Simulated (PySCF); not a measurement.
Computed IR spectrum (relative IR intensity) of a molecule C3H6FNSi. The structure is a stationary point at B3LYP-D3(BJ)/def2-SVP. The values are those of a single conformer. Method: B3LYP-D3(BJ)/def2-SVP (PySCF 2.14.0). Frequencies are harmonic and unscaled.

Lines under 2 % of the strongest are left out, and lines within 2 cm⁻¹ are merged.

ν (cm⁻¹): 282 (vw), 570 (w), 614 (w), 695 (m), 700 (w), 920 (m), 933 (w), 970 (m), 972 (vs), 989 (w), 998 (w), 1167 (m), 1196 (vw), 1212 (s), 1420 (vs), 1475 (m), 1718 (s), 2185 (s), 2242 (m), 2249 (m), 3048 (w), 3115 (w), 3305 (vw) (against the strongest line: vs over 80 %, s over 45 %, m over 15 %, w over 4 %, vw less)

Q: Identify the compound among the candidates.
A. C#CCN[SiH2]F
B. C#C[Si@@H](F)NC
C. N[C@@H]1C=C(F)[SiH2]1
D. FC1=CCN1[SiH3]

A: D, FC1=CCN1[SiH3]
